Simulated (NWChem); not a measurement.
GaHOBrCl; SMILES [Ga]([Cl])([OH])[Br]

```xyz
5

Ga     0.3315    -0.4936     0.0000
Cl    -1.1415    -2.0644     0.0000
Br    -0.2763     1.6980     0.0000
O      2.0741    -0.8963     0.0000
H      2.2045    -1.8647     0.0000
```
Atoms are numbered in this order, from 1.

All runs: NWChem. Pople sets run with spherical d functions. Coordinates come from a PBE-D3(BJ)/def2-SVP optimisation. Total energies compare along this basis series because the functional is fixed.

| level | basis functions | energy (Ha) | highest occupied level (eV) | orbital gap (eV) | dipole (D) | relative time |
|---|---|---|---|---|---|---|
| B3LYP/STO-3G | 51 | -4978.2916 | -2.89 | 3.35 | 2.06 | 1 |
| B3LYP/3-21G | 68 | -5010.7958 | -8.32 | 6.18 | 1.61 | 1 |
| B3LYP/6-31G* | 98 | -5034.6481 | -8.52 | 6.25 | 1.26 | 6 |
| B3LYP/6-311G** | 138 | -5035.2283 | -8.61 | 6.28 | 1.19 | 5 |

Times are rough ratios from one shared machine.
